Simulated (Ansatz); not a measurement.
A run on CH₆OSi₂ (`O=C([SiH3])[SiH3]`) with other settings.

```yaml
crystal:
  periodic: [false, false, false]
  atoms:
    - {symbol: O, position_ang: [1.571284, -0.710476, -1.068959]}
    - {symbol: C, position_ang: [0.633605, -0.287530, -0.427836]}
    - {symbol: Si, position_ang: [-0.073302, 1.482795, -0.801127]}
    - {symbol: Si, position_ang: [-0.155312, -1.382578, 0.969163]}
    - {symbol: H, position_ang: [-1.508167, 1.344434, -1.168578]}
    - {symbol: H, position_ang: [0.012334, 2.292012, 0.444233]}
    - {symbol: H, position_ang: [0.700817, 2.109093, -1.899002]}
    - {symbol: H, position_ang: [0.551497, -2.683210, 1.044099]}
    - {symbol: H, position_ang: [-0.052696, -0.642376, 2.255477]}
    - {symbol: H, position_ang: [-1.596961, -1.573362, 0.655629]}
basis:
  gaussian: {orbitals: "6-31G*"}
total_charge: -1
magnetization: {spin_polarized: true, initial_magnetization: 1}
hamiltonian: {xc: {name: B97}}
accuracy: high
scf: {lower_state_search: off}
output: {forces: true}
```

```sh
$ ansatz run in.yaml --threads 2 --pin off --events-out ev --progress --plain --max-ram 4352MiB
```

It prints (some lines left out):

```
Functional definition: B97
1813 factors; integrals over basis functions are off by at most 3.7e-9 eV
mean field evaluation 1: about -18929.7564 eV, gradient 1.6e1 eV
mean field evaluation 2: about -18927.4025 eV, gradient 2.9e1 eV
mean field evaluation 4: about -18930.8476 eV, gradient 1.4e0 eV
mean field evaluation 8: about -18931.0049 eV, gradient 4.5e-2 eV
mean field evaluation 16: about -18931.0049 eV, gradient 5.2e-5 eV
mean field -18931.00493384 eV, -695.7015994227 hartree, gradient 8.2e-8 eV, S^2 0.752390; 0 other end points of the search recorded, 0 dependent functions left out
reference -18931.00493676 eV, -695.7015995299 hartree; 25, 24 occupied and 55, 56 virtual orbitals, 1813 factors
Total energy: -18931.00493676 eV, -695.7015995299 hartree
Atom 0 at     1.571284    -0.710476    -1.068959 Å, force     4.710277    -2.121739    -3.215828 eV/Å
Atom 1 at     0.633605    -0.287530    -0.427836 Å, force    -4.149297     1.865431     2.826988 eV/Å
Atom 2 at    -0.073302     1.482795    -0.801127 Å, force     0.617993    -2.237770     0.731317 eV/Å
Atom 3 at    -0.155312    -1.382578     0.969163 Å, force     0.728409     1.627372    -1.656990 eV/Å
Atom 4 at    -1.508167     1.344434    -1.168578 Å, force    -0.585331     0.651559    -0.142822 eV/Å
Atom 5 at     0.012334     2.292012     0.444233 Å, force    -0.322070     0.814424     0.136790 eV/Å
Atom 6 at     0.700817     2.109093    -1.899002 Å, force    -0.010006     0.360887    -0.202757 eV/Å
Atom 7 at     0.551497    -2.683210     1.044099 Å, force    -0.029977    -0.341957     0.231655 eV/Å
Atom 8 at    -0.052696    -0.642376     2.255477 Å, force    -0.345993    -0.233149     0.786575 eV/Å
Atom 9 at    -1.596961    -1.573362     0.655629 Å, force    -0.614005    -0.385057     0.505071 eV/Å
Dipole moment:    -0.330296     0.149149     0.226081 e Å
Checks for a lower state left out: stability, starts, cluster_reference, orbital_swaps, neighbouring_geometries, increment
```

Run time 24 s (2 threads of an Arm Neoverse V1 on a shared host); peak host memory 0.32 GiB.
